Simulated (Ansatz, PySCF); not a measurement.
This triplet is an excited state, 1.55 eV above the relaxed singlet at the level composite: frozen-core CCSD(T) with HF/cc-pVQZ and the correlation energy extrapolated as X^-3 from cc-pVTZ and cc-pVQZ, plus CCSDT(Q) minus CCSD(T) in cc-pVDZ // PBE0-D3(BJ)/def2-TZVP (Ansatz, an electronic-structure program).

## CH3N, SMILES `N[CH]` (excited triplet) (charge 0, multiplicity 3)

Method: PBE0-D3(BJ)/def2-TZVP in PySCF.

```json
{
  "highest_occupied_spin_orbital": "-5.72 eV",
  "dipole_moment": "1.58 D",
  "total_energy": "-94.4491 Ha",
  "cost": "roughly 18 core-seconds"
}
```

Bond lengths (Å): C1–N2 1.363, C1–H3 1.090, N2–H4 1.012, N2–H5 1.012. Angles (°): N2–C1–H3 125.4, C1–N2–H4 116.4, C1–N2–H5 116.4, H4–N2–H5 111.1.
Charge 0, spin multiplicity 3.
